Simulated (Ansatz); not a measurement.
The cluster As₂S (the lowest singlet isomer of a short search) was relaxed with PBE0-D4 (def2-TZVP) in Ansatz in these states: neutral quintet, neutral triplet. The geometries follow in no particular order.

A:

```
atom   x (Å)   y (Å)   z (Å)
 As1  -1.375  -1.153   0.314
 As2   1.014   1.023  -1.116
  S3   0.361   0.131   0.802
```

B:

Cartesian coordinates in Å:
```
As 0.754 1.124 0.071
As -0.182 -0.898 0.998
S -0.571 -0.226 -1.069
```

Judge from the bond lengths which geometry belongs to which state (an estimate).

A is the neutral quintet (As1–As2 3.533 Å, As2–S3 2.213 Å, As1–S3 2.213 Å); B is the neutral triplet (As1–As2 2.414 Å, As2–S3 2.208 Å, As1–S3 2.208 Å).

At PBE0-D4/def2-TZVP a broken-symmetry singlet lies 1.62 eV below the neutral quintet. These are the stationary points nearest to one start from a short search; other shapes may lie lower in each state.
